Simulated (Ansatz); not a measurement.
Relative stability

The two ends of one reaction step of CH4IS (charge -1), singlet (PBE0-D4/def2-TZVPD).

A:

I1  (-1.977, -0.496, 2.081)
C2  (-0.356, -0.208, 0.566)
S3  (1.799, 0.219, -1.529)
H4  (-0.741, -0.616, -0.357)
H5  (0.494, -0.758, 0.945)
H6  (-0.180, 0.857, 0.524)
H7  (0.961, 1.002, -2.231)
(Å)

B:

I1  (-3.093, 0.248, 0.176)
C2  (0.810, -0.301, 0.276)
S3  (0.548, 0.778, -1.154)
H4  (-0.173, -0.520, 0.701)
H5  (1.290, -1.232, -0.031)
H6  (1.428, 0.196, 1.025)
H7  (-0.810, 0.832, -0.993)
(Å)

Program: Ansatz 0.2.0. Basis: def2-TZVPPD. Cores are frozen in the correlated methods. Filled d shells of the heavier atoms are correlated. Core potentials replace the inner electrons of the atoms past krypton. The def2 sets are not built for correlating such inner shells, so the correlated values are less sure here. B3LYP uses VWN-RPA correlation.

Task: Which structure is lower at CCSD(T), and by how much? (Judge from chemistry; the value comes from the calculation.)

Result: Computed: B, by 32.68 kcal/mol (electronic energy, against the other). By their contacts, A is a complex of CH₃I ([CH3][I]) + HS, total charge -1 and B is a complex of CH₄S ([CH3][SH]) + I, total charge -1.

All methods give the same order:

| method | E(B) − E(A) (kcal/mol) |
| --- | --- |
| SPW92 | -32.53 |
| PBE-D4 | -30.05 |
| BLYP-D4 | -27.82 |
| r2SCAN-D4 | -31.80 |
| B97M-V | -30.63 |
| PBE0-D4 | -34.32 |
| B3LYP-D4 | -31.76 |
| r2SCAN0-D4 | -35.01 |
| BHLYP-D4 | -35.80 |
| CAM-B3LYP-D4 | -35.12 |
| wB97X-V | -36.34 |
| wB97M-V | -34.93 |
| B2PLYP | -32.58 |
| PBE-QIDH | -36.04 |
| RPA on PBE | -30.43 |
| HF | -38.01 |
| MP2 | -34.04 |
| CCSD | -33.97 |
| CCSD(T) | -32.68 |

No T1 diagnostic of these runs exceeds 0.012.

Labels in which every atom is bracketed show which atoms are joined, not bond orders.

For scale, one of the runs: CCSD(T)/def2-TZVPPD, 215 basis functions, launched by `ansatz run in.yaml --threads 4 --pin off --events-out ev --progress --plain --max-ram 9574MiB`. Time: 56 s of wall clock on 4 CPU threads of an AMD EPYC 9B14; the host was shared. Peak host memory: 3.4 GiB.
